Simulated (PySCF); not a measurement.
Input of a response calculation (the driver script's job line, then coordinates in Å):

```
{"job": {"kind": "uv", "xc": "B3LYP", "basis": "def2-SVPD", "nstates": 8, "ntriplets": 3}, "charge": 0, "multiplicity": 1}
F     -2.134965     0.417421    -1.546038
C     -1.985803     0.458817    -0.181044
C     -1.165731    -0.735590     0.288838
C      0.276376    -0.648575    -0.191401
O      0.900448     0.452773     0.505020
C      2.183472     0.616910     0.270213
F      2.481806     0.833612    -1.024403
F      2.633564     1.660904     0.953925
F      2.939655    -0.441657     0.626790
H     -1.485325     1.400754     0.058174
H     -2.993015     0.442222     0.245251
H     -1.605831    -1.652825    -0.104187
H     -1.182272    -0.765196     1.377564
H      0.314529    -0.461155    -1.269737
H      0.818680    -1.570428     0.040910
```

Its output, with some lines taken out ([cut]):

```
coarse grid: 13496 points
cycle   1  E = -629.9123267900  dE =  1.315e+00  |g| = 1.079e+00  |ddm| = 5.040e+00
cycle   2  E = -629.6809729805  dE =  2.314e-01  |g| = 1.642e+00  |ddm| = 2.348e+00
cycle   3  E = -630.1118452930  dE = -4.309e-01  |g| = 5.572e-02  |ddm| = 1.406e+00
cycle   4  E = -630.1121309736  dE = -2.857e-04  |g| = 3.950e-02  |ddm| = 1.020e-01
cycle   5  E = -630.1124137960  dE = -2.828e-04  |g| = 9.637e-03  |ddm| = 4.310e-02
cycle   6  E = -630.1124277246  dE = -1.393e-05  |g| = 2.515e-03  |ddm| = 1.036e-02
cycle   7  E = -630.1124289907  dE = -1.266e-06  |g| = 2.583e-04  |ddm| = 3.001e-03
final grid: 134688 points
cycle   8  E = -630.2078322893  dE = -5.650e-05  |g| = 7.850e-03  |ddm| = 1.116e-01
cycle   9  E = -630.2078216618  dE =  1.063e-05  |g| = 1.109e-02  |ddm| = 1.676e-02
cycle  10  E = -630.2078439527  dE = -2.229e-05  |g| = 7.719e-04  |ddm| = 9.280e-03
cycle  11  E = -630.2078440474  dE = -9.466e-08  |g| = 2.606e-04  |ddm| = 8.964e-04
cycle  12  E = -630.2078440588  dE = -1.139e-08  |g| = 5.530e-05  |ddm| = 2.674e-04
cycle  13  E = -630.2078440592  dE = -4.511e-10  |g| = 2.484e-05  |ddm| = 8.185e-05
converged SCF energy = -630.2078440592

Static polarisability (au): isotropic 57.946, principal 53.096 54.855 65.888

Singlet excitations
state   eV       nm        f      main configurations
  1   8.6217    143.8   0.00141   H->L 0.97
[cut]
[cut]
[cut]
  5   9.3332    132.8   0.01897   H->L+2 0.47, H-2->L 0.18, H->L+1 0.18
  6   9.5228    130.2   0.01110   H-1->L+1 0.70, H-1->L+2 0.15
  7   9.6010    129.1   0.01246   H-1->L+2 0.57, H-1->L+1 0.22, H-1->L+3 0.11
  8   9.6555    128.4   0.01674   H->L+3 0.62, H-2->L 0.12

Triplet excitations (Tamm-Dancoff, eV): 8.4670 8.6987 8.9063
```

Computed, not measured: TDDFT B3LYP/def2-SVPD, vertical, gas phase, core orbitals frozen in the response (PySCF). One conformer (not necessarily the lowest) at the GFN2-xTB geometry, without solvent, vibrations or thermal averaging.

Task: What stood in the cut lines?

Result: 
```
  2   8.9283    138.9   0.01808   H-1->L 0.92
  3   9.1188    136.0   0.00364   H->L+1 0.60, H-2->L 0.33
  4   9.1894    134.9   0.00358   H->L+2 0.44, H-2->L 0.34, H->L+1 0.17
```

Task: Give the energy of state 8 in hartree, cm⁻¹ and kJ/mol.

Result: 0.35483 hartree, 77877 cm⁻¹, 931.6 kJ/mol.

Task: What is the polarisability anisotropy, √(½[(α1 − α2)² + (α2 − α3)² + (α3 − α1)²])?

Result: 12.01 au.

Task: Give the mean polarisability in Å³.

Result: 57.95 au × 0.148185 = 8.59 Å³.

Task: Which species is it?

Result: `FCCCOC(F)(F)F` (C4H6F4O), point group C1.

The SCF starts on a coarse grid; the energy jumps when the final grid takes over, and dE counts afresh there. H and L stand for HOMO and LUMO.

Time: 92 s (grids of density and orbitals included); peak memory 0.94 GiB. Hardware: an Arm Neoverse V1 with one thread, shared host with 32 logical CPUs at a one-minute load of 30.

The values belong to the conformer `[F:1][CH2:2][CH2:3][CH2:4][O:5][C:6]([F:7])([F:8])[F:9]`: F1–C2–C3–C4 68°, C2–C3–C4–O5 68°, C3–C4–O5–C6 176°, C4–O5–C6–F7 59°.

Without π bonds the low states are Rydberg-like; a valence basis with one diffuse set may place them up to an eV too high.
